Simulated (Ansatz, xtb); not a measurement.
# Two isomers of C3H10OSSi

We compare a, `COC[Si@@H](C)S`, a singlet, with b, `CO[Si@@H](C)CS`, a singlet. Both are isolated molecules in the gas phase, relaxed with B3LYP/def2-SVP; each stands in its lowest conformer found.

a (Å):

```yaml
atoms:
  - { symbol: C, position_ang: [1.3572, 0.0015, -2.9899] }
  - { symbol: C, position_ang: [1.9928, -0.1594, -0.7154] }
  - { symbol: C, position_ang: [2.4791, -0.5093, 2.3569] }
  - { symbol: O, position_ang: [1.3093, -0.7484, -1.8033] }
  - { symbol: S, position_ang: [-0.3133, -1.6819, 1.0445] }
  - { symbol: Si, position_ang: [1.8051, -1.3091, 0.7928] }
  - { symbol: H, position_ang: [0.9027, 1.0050, -2.8624] }
  - { symbol: H, position_ang: [2.3976, 0.1410, -3.3467] }
  - { symbol: H, position_ang: [0.7925, -0.5464, -3.7589] }
  - { symbol: H, position_ang: [3.0707, -0.0142, -0.9500] }
  - { symbol: H, position_ang: [1.5838, 0.8471, -0.4805] }
  - { symbol: H, position_ang: [2.5490, -2.5727, 0.5124] }
  - { symbol: H, position_ang: [1.9668, 0.4415, 2.5730] }
  - { symbol: H, position_ang: [2.3432, -1.1741, 3.2252] }
  - { symbol: H, position_ang: [3.5589, -0.3099, 2.2556] }
  - { symbol: H, position_ang: [-0.5010, -1.7120, -0.2976] }
```

b (Å):

```xyz
16

C    -1.5896   -2.4314   -2.3190
C     1.3328   -0.2704   -1.9983
C    -0.9905    1.4494   -0.8500
O    -1.4998   -1.0537   -2.0463
S    -2.6868    1.4764   -0.1373
Si   -0.3289   -0.2957   -1.1152
H    -1.5731   -3.0405   -1.3948
H    -0.7679   -2.7813   -2.9727
H    -2.5404   -2.6306   -2.8393
H    -0.1971   -1.0092    0.1926
H     1.2589    0.2435   -2.9705
H     2.0905    0.2531   -1.3912
H     1.7061   -1.2916   -2.1818
H    -0.3523    1.9721   -0.1186
H    -0.9552    2.0365   -1.7830
H    -3.2102    0.5631   -0.9879
```

**Question.** Estimate E(b) − E(a) at the level CCSD(T)/def2-SVP + ΔMP2/def2-TZVPP.

**Answer.** Calculated at CCSD(T)/def2-SVP + ΔMP2/def2-TZVPP: E(b) − E(a) = −16.5 kcal/mol, so structure b lies lower.

How the difference moves with the method:

```csv
level,geometry,E(b) − E(a) (kcal/mol),departure from the last row (kcal/mol),"job, with rough time for the two"
GFN2-xTB,GFN2-xTB,−14.3,+2.3,"optimisation, 0.24 s"
HF/STO-3G,GFN2-xTB,+2.6,+19.1,"single point, 0.4 s"
r2SCAN-D4/def2-SVP,GFN2-xTB,−11.0,+5.5,"single point, 3.2 s"
B3LYP/def2-SVP,B3LYP/def2-SVP,−12.5,+4.0,"optimisation, 50 s"
HF/def2-SVP,B3LYP/def2-SVP,−13.7,+2.9,part of the CCSD(T) run
MP2/def2-SVP,B3LYP/def2-SVP,−14.5,+2.0,part of the CCSD(T) run
CCSD(T)/def2-SVP,B3LYP/def2-SVP,−13.4,+3.1,single point
CCSD(T)/def2-SVP + ΔMP2/def2-TZVPP,B3LYP/def2-SVP,−16.5,,"single point, 43 s"
```

As drawn, b has 1 O–Si, 1 C–S in place of 1 C–O, 1 S–Si.

HF/STO-3G puts the two in the other order. The largest departure from CCSD(T)/def2-SVP + ΔMP2/def2-TZVPP is that of HF/STO-3G, 19.1 kcal/mol. The last row adds to CCSD(T) the change of the MP2 difference between the two basis sets, here −3.1 kcal/mol, a large step that makes the value less sure.

With thermal terms from frequencies at re-optimised GFN2-xTB minima (ideal gas, soft modes damped towards free rotors, one conformer each, 298.15 K, 1 atm): the zero-point term adds 0.0 kcal/mol; ΔH is −16.4 and ΔG −16.8 kcal/mol.

The correlated steps freeze 14 core orbitals. Codes used: Ansatz 0.2.0, xtb 6.7.1; the last row on 2 threads of Intel(R) Xeon(R) 6975P-C (Granite Rapids) on a shared host.
